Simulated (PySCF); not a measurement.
# Vertical excitation energies

(MgSe)2 ring, Mg2Se2.
Bonds: Mg1–Se2, Mg1–Se4, Se2–Mg3, Mg3–Se4.

Computed, not measured: PySCF, TDDFT wB97X-D/def2-SVPD, vertical, gas phase, core orbitals frozen in the response. Geometry: PBE0-D3(BJ)/def2-SVP; no solvent, vibrations or thermal averaging. The wB97X-D/def2-SVPD calculation is non-relativistic and has no spin–orbit coupling, an omission that weighs most on selenium.

**Question.** List the vertical singlet excitations with oscillator strengths and describe the spectrum.

**Answer.** 

```tsv
state	E (eV)	λ (nm)	ν̃ (cm⁻¹)	f	main configurations (H = HOMO, L = LUMO)
S1	2.47	501.8	19930	0.0000	H→L (97%)
S2	3.14	395.2	25300	0.046	H-2→L (96%)
S3	3.24	382.9	26120	0.035	H-1→L (97%)
S4	3.32	373.6	26770	0.0000	H→L+1 (94%)
S5	3.43	361.8	27640	0.0000	H-3→L (96%)
S6	3.96	312.8	31970	0.0000	H-2→L+1 (93%)
S7	3.97	312.4	32010	0.0000	H-1→L+1 (94%)
S8	4.40	281.6	35510	0.347	H-4→L (94%)
S9	4.47	277.2	36070	0.0088	H-3→L+1 (73%), H→L+3 (18%)
S10	4.89	253.6	39430	0.0000	H→L+2 (91%)
```

Triplets, Tamm–Dancoff:

| state | E (eV) | λ (nm) | main configurations (H = HOMO, L = LUMO) |
| --- | --- | --- | --- |
| T1 | 2.40 | 516.3 | H→L (96%) |
| T2 | 2.94 | 422.4 | H-1→L (94%) |
| T3 | 3.04 | 407.6 | H-2→L (94%) |
| T4 | 3.20 | 387.5 | H→L+1 (93%) |

The lowest singlet comes at 502 nm (238 kJ/mol) in the visible; it is dark (f under 0.0005); its leading configuration is HOMO→LUMO (97%). The strongest level in the table is S8 at 4.40 eV (282 nm, f = 0.347). S6/S7 lie within about 0.01 eV of each other. Löwdin shares by element: HOMO selenium 84%, magnesium 16%; LUMO magnesium 77%, selenium 23%. The oscillator strengths of these states sum to 0.437; summed over the whole spectrum of an exact calculation they would give the number of electrons, 92 (Thomas–Reiche–Kuhn). The listed states span 2.42 eV, and the widest gap between neighbours is 0.67 eV (S1 to S2). Weighted by f, the mean energy of these states is 4.18 eV. 3 computed singlets (S1 to S3) lie in the visible range (380 to 750 nm), the largest f among them at 395 nm, f = 0.046; light of that wavelength is violet, and its complementary colour is yellow-green; a Tamm–Dancoff triplet lies at 516 nm, without intensity as long as spin–orbit coupling is left out. The window holds the lowest 10 singlets.
